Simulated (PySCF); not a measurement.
Species: C₆H₁₃OP.
InChI=1S/C6H13OP/c1-5-3-4-8-6(5)7-2/h5-6,8H,3-4H2,1-2H3/t5-,6+/m0/s1

Computed with TDDFT CAM-B3LYP/def2-SVPD, vertical, gas phase, core orbitals frozen in the response (PySCF 2.14.0, density-fitted response routines). The structure is a single PBE0-D3(BJ)/def2-SVP conformer in the gas phase; no vibrational or solvent corrections.

Orbital energies (eV): HOMO-3 -10.50, HOMO-2 -10.21, HOMO-1 -8.83, HOMO -7.98, LUMO 1.07, LUMO+1 1.52, LUMO+2 1.86.

Computed singlets:

```tsv
state	E (eV)	f
S1	5.99	0.033
S2	6.37	0.085
S3	6.82	0.029
S4	7.13	0.061
S5	7.39	0.0067
S6	7.45	0.055
S7	7.65	0.021
S8	7.69	0.0059
S9	7.94	0.0055
S10	8.09	0.027
```

**Question.** Assign a leading configuration to S1, S2 and S3 and set E beside the orbital difference Δε.

**Answer.** 

```tsv
state	leading configuration	weight	Δε (eV)	E (eV)	E − Δε (eV)	f	other configurations
S1	HOMO→LUMO	0.83	9.05	5.99	-3.06	0.033	–
S2	HOMO→LUMO+1	0.74	9.50	6.37	-3.14	0.085	–
S3	HOMO-1→LUMO	0.79	9.91	6.82	-3.09	0.029	–
```

E − Δε runs from -3.14 to -3.06 eV. Among themselves, these states come in the order of their orbital differences.

H and L stand for HOMO and LUMO. The other states: S4 7.13 eV, f 0.061, H→L+2 (29%), H→L+5 (28%), H-1→L+1 (11%); S5 7.39 eV, f 0.0067, H→L+2 (39%), H→L+3 (20%), H→L+4 (11%); S6 7.45 eV, f 0.055, H-1→L+1 (56%), H→L+2 (8%); S7 7.65 eV, f 0.021, H→L+3 (35%), H→L+4 (19%), H-1→L+1 (13%); S8 7.69 eV, f 0.0059, H→L+4 (33%), H→L+5 (21%), H→L+3 (10%); S9 7.94 eV, f 0.0055, H→L+6 (37%), H-1→L+3 (15%), H→L+8 (14%); S10 8.09 eV, f 0.027, H-1→L+2 (52%), H→L+5 (14%), H→L+7 (10%).

Triplets, Tamm–Dancoff:

```json
{"state": "T1", "E (eV)": "5.08", "λ (nm)": "244.0", "main configurations (H = HOMO, L = LUMO)": "H→L (51%), H→L+4 (16%)"}
{"state": "T2", "E (eV)": "5.41", "λ (nm)": "229.3", "main configurations (H = HOMO, L = LUMO)": "H→L+1 (52%), H→L+5 (12%)"}
{"state": "T3", "E (eV)": "6.43", "λ (nm)": "192.8", "main configurations (H = HOMO, L = LUMO)": "H-1→L (64%), H→L (11%)"}
{"state": "T4", "E (eV)": "6.76", "λ (nm)": "183.3", "main configurations (H = HOMO, L = LUMO)": "H→L+5 (31%), H→L+2 (12%), H→L+4 (10%)"}
```

Summed over the main configurations (up to three a state, each over 8%) of all 10 singlets, the electron leaves HOMO with weight 4.87 and HOMO-1 with weight 2.25.

All these states lie below the vertical ionisation energy of 8.66 eV (ΔSCF).

Without π bonds the low states may be Rydberg-like; a valence basis with one diffuse set may place them up to an eV too high.
